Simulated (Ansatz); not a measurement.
This geometry of C3H9NOSi (15 atoms, charge 0, multiplicity 1) is a first-order saddle point.

These are results of RKS PBE-D4/cc-pVDZ in Ansatz, not measurements.

```xyz
15
Properties=species:S:1:pos:R:3
C -0.062 -2.312 -0.929
C 0.004 -1.593 0.211
Si 1.166 -0.131 0.466
C 0.055 1.448 0.419
N -0.786 1.433 -0.726
O -0.651 1.387 1.688
H 0.619 -2.116 -1.776
H -0.784 -3.136 -1.066
H -0.702 -1.833 1.027
H 2.163 -0.097 -0.672
H 1.893 -0.252 1.783
H 0.680 2.373 0.368
H -1.199 0.561 -1.052
H -0.970 2.274 -1.265
H -1.448 1.943 1.553
```

Problem. Which two structures does it join? (They come from a converged band through this point; their orientation in space is the band's.)

Solution. No bond is made or broken. The height of N5 over the plane of its neighbours goes from -0.38 to 0.39 Å.

Initial state:

```xyz
15
Properties=species:S:1:pos:R:3
C -0.076 -2.305 -0.913
C 0.008 -1.579 0.221
Si 1.150 -0.097 0.438
C 0.002 1.462 0.477
N -0.917 1.558 -0.657
O -0.752 1.306 1.681
H 0.577 -2.102 -1.779
H -0.788 -3.141 -1.026
H -0.672 -1.826 1.057
H 2.062 -0.011 -0.768
H 1.980 -0.225 1.694
H 0.604 2.406 0.482
H -1.214 0.616 -0.961
H -0.454 1.997 -1.464
H -1.532 1.890 1.548
```

Final state:

```xyz
15
Properties=species:S:1:pos:R:3
C 0.005 -2.415 -0.911
C -0.005 -1.626 0.184
Si 1.139 -0.149 0.423
C 0.049 1.442 0.366
N -0.620 1.508 -0.914
O -0.802 1.314 1.531
H 0.726 -2.255 -1.730
H -0.699 -3.255 -1.038
H -0.752 -1.828 0.974
H 2.163 -0.129 -0.686
H 1.836 -0.224 1.761
H 0.696 2.348 0.451
H -1.262 0.706 -1.009
H -1.198 2.358 -0.990
H -1.299 2.154 1.617
```

Problem. How far does it lie above each of them?

Solution. 0.142 eV above the first and 0.149 eV above the second. This is the barrier of this one path; another mechanism may lie lower.

Time of the run: 4.8 min on 2 threads of Arm Neoverse V1, on a shared host, peak memory 0.19 GiB.
